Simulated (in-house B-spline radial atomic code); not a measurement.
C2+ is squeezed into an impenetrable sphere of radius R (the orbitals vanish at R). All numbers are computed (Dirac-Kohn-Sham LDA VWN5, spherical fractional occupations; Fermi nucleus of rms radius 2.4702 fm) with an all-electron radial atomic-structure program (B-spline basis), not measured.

Energies in eV above the free ion in [He] 2s2:

| R (bohr) | highest level (eV) | [He] 2s2 | [He] 2s1 2p1 |
| --- | --- | --- | --- |
| 8.94 | -40.2 | 0 | 8.347 |
| 6.73 | -40.2 | 5.052e-05 | 8.347 |
| 5.35 | -40.2 | 0.003228 | 8.353 |
| 4.26 | -40.1 | 0.07399 | 8.455 |
| 3.31 | -39.2 | 0.9528 | 9.456 |
| 2.83 | -37.3 | 3.227 | 11.77 |
| 2.49 | -34.2 | 7.487 | 15.85 |
| 2.11 | -26.6 | 19.04 | 26.35 |
| 1.96 | -21.3 | 27.6 | 33.89 |
| 1.26 | 62.6 | 175.8 | 155.5 |

**Question.** Does [He] 2s1 2p1 fall below [He] 2s2 under compression?

**Answer.** Yes, between R = 1.96 and 1.26 bohr the order changes (near 1.79 bohr by linear interpolation).

The highest level is first positive in the row R = 1.26 bohr, pushed up by confinement above the zero of the free ion's potential. Each configuration is held fixed and needn't be the lowest in the sphere.
